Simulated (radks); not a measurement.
The selenium ion Se2+ inside a hard spherical wall (all orbitals vanish at R), configuration held at [Ar] 3d10 4s2 4p2 and not refilled when levels cross. All-electron calculation, non-relativistic Kohn-Sham, LDA (Slater exchange, Perdew-Wang correlation), spin-polarised, spherical densities, point nucleus; open shells are filled with parallel spins first. Program: a radial shooting solver on a logarithmic mesh with Libxc functionals. Eigenvalues in eV for spin up, with the zero of energy where the potential of the charges vanishes at infinity; a dash marks a level that is unbound or too diffuse for the functional's potential to be trusted. A positive occupied level is held by the wall or, in an anion where self-interaction has pushed it up, behind a barrier. The pressure on the wall is -dE/dV.

R (bohr)  E (hartree)  kinetic (hartree)    e(3p)    e(3d)    e(4s)    e(4p)  e(4d, empty)  e(5s, empty)  pressure (GPa)
free      -2396.97072           2394.865  -173.83  -77.425  -37.946  -26.428       -11.465       -11.384               0
15        -2396.97072           2394.865  -173.83  -77.425  -37.946  -26.428       -11.465       -11.384        < 0.0001
12        -2396.97072           2394.865  -173.83  -77.425  -37.946  -26.428       -11.464       -11.383        < 0.0001
8         -2396.97071           2394.865  -173.83  -77.424  -37.945  -26.427       -11.433       -11.223        0.000631
7         -2396.97064           2394.866  -173.82  -77.420  -37.942  -26.423       -11.350       -10.867         0.00902
3         -2396.37052           2398.049  -167.11  -70.833  -31.339  -17.692         5.841        38.603             329
2         -2391.52611           2415.509  -147.33  -51.039    6.216   26.371        62.933        191.53            7650
1.5       -2376.78808           2462.398  -113.06  -14.247   103.94   130.13        171.90        477.27           60900
